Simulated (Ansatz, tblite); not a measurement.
Forces on the cluster Sn₃O₉H₆ at its r2SCAN-D4/def2-SVP, loosely relaxed geometry. The state is a singlet with charge 0.

In the def2 sets Sn takes a core potential; there is no spin–orbit coupling. The xTB rows come from tblite. The structure holds 4 bonds between oxygen atoms, so isomers without such links may lie far lower. The geometry of the charge 0 singlet is only loosely relaxed. Another isomer (singlet) lies 0.72 eV lower at PBE0-D4/def2-TZVP; other spin states weren't run for this one.

GFN1-xTB (tblite), largest force 1.84 eV/Å:

```xyz
18
positions Å, forces eV/Å
Sn    1.177    0.676   -0.529   -0.341   -0.032    1.425
Sn   -2.081    0.177    0.636    0.528    0.497   -0.889
Sn    1.512   -1.232    1.654   -0.878    0.374   -0.834
O     1.342   -1.965   -1.322    0.570    0.951   -0.237
O    -2.056    2.242   -1.071    0.693   -0.910   -0.488
O    -0.526    1.592    0.949    0.625   -0.016    1.185
O     1.679   -0.721   -2.028    0.078   -1.388    0.118
O    -0.959   -2.494    0.054    0.293    0.926    0.557
O    -0.591   -1.410    0.945    0.070   -1.175   -0.238
O    -0.909    0.248   -1.270   -0.788    1.197   -1.152
O    -1.380    1.380   -2.007   -0.265   -0.465    1.756
O     0.644    0.250    2.835    0.628   -0.914    0.994
H    -1.314    2.590   -0.513   -0.205   -0.265   -0.239
H     1.923   -2.598   -1.774   -0.050    0.116   -0.005
H    -0.345   -2.329   -0.704   -0.214    0.088    0.128
H    -0.097    1.400    1.829   -0.487    0.430   -1.077
H     1.362    2.133   -1.469   -0.189    0.192   -0.375
H     0.618    0.061    3.783   -0.069    0.393   -0.629
```

GFN2-xTB (tblite), largest force 1.81 eV/Å:

```
Sn 1.742 0.142 0.204
Sn -1.315 0.486 0.031
Sn 0.107 -0.095 0.006
O 0.718 0.423 -0.456
O 0.888 -0.427 -0.852
O -0.021 0.305 1.734
O -0.063 -1.208 0.017
O 0.515 0.525 0.105
O 0.047 -1.241 -0.092
O -0.695 0.842 -1.441
O -0.447 -0.301 1.703
O 0.441 -0.748 0.909
H -0.364 -0.042 -0.394
H -0.225 0.254 -0.004
H -0.481 -0.095 0.231
H -0.631 0.583 -1.031
H -0.208 0.341 -0.373
H -0.007 0.255 -0.298
```

PBE-D4/def2-TZVP (Ansatz), largest force 0.49 eV/Å:

```
Sn 0.221 0.168 -0.159
Sn -0.042 0.102 0.002
Sn 0.163 -0.143 0.119
O -0.122 -0.193 0.191
O -0.389 0.293 0.030
O -0.113 0.163 0.145
O 0.089 0.220 -0.208
O -0.230 -0.383 -0.074
O -0.029 0.088 0.338
O 0.049 -0.308 -0.095
O 0.018 0.003 -0.358
O 0.063 0.036 -0.006
H 0.104 0.112 0.067
H 0.146 -0.120 -0.110
H 0.089 0.003 -0.159
H -0.037 0.025 0.094
H 0.002 -0.022 0.012
H 0.016 -0.043 0.171
```
